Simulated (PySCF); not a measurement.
HNSi, SMILES [NH+]#[Si-]. Atoms are numbered in the order given.

```xyz
3

H      0.0000     0.0000    -1.9384
N      0.0000     0.0000    -0.9383
Si     0.0000     0.0000     0.6076
```
Charge 0, spin multiplicity 1.

Coordinates come from a PBE0-D3(BJ)/def2-TZVPD optimisation.

Two levels are set side by side: PBE/pcSseg-2 (PySCF) and HF/pcSseg-2 (PySCF). GIAO shifts against NH3 (¹⁵N), TMS (²⁹Si), TMS (¹H) at the same level; non-relativistic, no solvent, atoms listed together averaged. Differences are taken from unrounded values.

```json
[
 {"quantity": "δ(¹H) of H1 (ppm)", "HF": "1.83", "PBE": "2.21", "PBE minus HF": "0.37"},
 {"quantity": "δ(¹⁵N) of N2 (ppm)", "HF": "180.0", "PBE": "201.9", "PBE minus HF": "22.0"},
 {"quantity": "δ(²⁹Si) of Si3 (ppm)", "HF": "-27.4", "PBE": "-76.0", "PBE minus HF": "-48.6"}
]
```

Rough cost on one machine, each run with all the roots and properties that it gave: HF against PBE within a factor of 2.
